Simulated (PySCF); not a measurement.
Spectra and structures to be paired. Theory: TDDFT PBE0/def2-SVPD, vertical, gas phase, core orbitals frozen in the response in PySCF 2.14.0, density-fitted response routines. Geometries: GFN2-xTB; one conformer of each isolated species. Triplets are in the Tamm–Dancoff approximation.

A. `C=CC1(C)CC1`
B. `C=C=CC(=C)C`
C. `COc1cnc(C=O)[nH]1`
D. `C1(CC#C)CC1`
E. `CCC1=C(C)C1`

Lowest singlet levels (six at most, fewer where fewer were computed) with oscillator strengths:

1. 316 nm (f 0.000); 269 nm (f 0.442); 240 nm (f 0.001); 206 nm (f 0.008); 200 nm (f 0.010); 189 nm (f 0.005); T1 3.01 eV
2. 194 nm (f 0.243); 186 nm (f 0.051); 173 nm (f 0.002); 172 nm (f 0.002); 169 nm (f 0.002); 165 nm (f 0.020); T1 4.09 eV
3. 235 nm (f 0.000); 218 nm (f 0.000); 212 nm (f 0.700); 196 nm (f 0.000); 177 nm (f 0.001); 176 nm (f 0.008); T1 3.37 eV
4. 206 nm (f 0.001); 190 nm (f 0.206); 184 nm (f 0.004); 183 nm (f 0.001); 180 nm (f 0.013); 169 nm (f 0.042); T1 4.25 eV
5. 184 nm (f 0.000); 177 nm (f 0.008); 177 nm (f 0.001); 166 nm (f 0.029); 165 nm (f 0.016); 155 nm (f 0.016); T1 5.46 eV

**Question.** Which spectrum belongs to which structure?

**Answer.** 1 = C, 2 = A, 3 = B, 4 = E, 5 = D.
- A: S1 at 6.39 eV, HOMO→LUMO (94%); Löwdin shares by element: HOMO carbon 75% or more (atoms not listed hold the other 25%); LUMO carbon 72% or more, hydrogen 6% or more (atoms not listed hold the other 23%); HOMO -6.84 and LUMO 0.19 eV; point group Cs.
- B: S1 at 5.28 eV, HOMO→LUMO+1 (90%); Löwdin shares by element: HOMO carbon 82% or more (atoms not listed hold the other 18%); LUMO carbon 74% or more (atoms not listed hold the other 26%); HOMO -6.62 and LUMO -0.60 eV; point group Cs, 3 of its 6 listed states under f = 0.0005.
- C: S1 at 3.92 eV, HOMO-1→LUMO (97%); Löwdin shares by element: HOMO carbon 56% or more, oxygen 14% or more (atoms not listed hold the other 30%); LUMO carbon 34% or more, oxygen 24% or more, nitrogen 15% or more (atoms not listed hold the other 27%); HOMO -6.71 and LUMO -1.70 eV; point group Cs, 1 of its 6 listed states under f = 0.0005.
- D: S1 at 6.74 eV, HOMO-1→LUMO+1 (28%), HOMO-1→LUMO (23%), HOMO→LUMO+2 (23%); Löwdin shares by element: HOMO (one of a set within 0.03 eV) carbon 86% or more; LUMO carbon 48% or more (atoms not listed hold the other 52%); HOMO -7.67 and LUMO 0.83 eV.
- E: S1 at 6.01 eV, HOMO→LUMO (97%); Löwdin shares by element: HOMO carbon 70% or more, hydrogen 6% or more (atoms not listed hold the other 23%); LUMO carbon 47% or more (atoms not listed hold the other 53%); HOMO -6.45 and LUMO 0.68 eV; point group Cs.
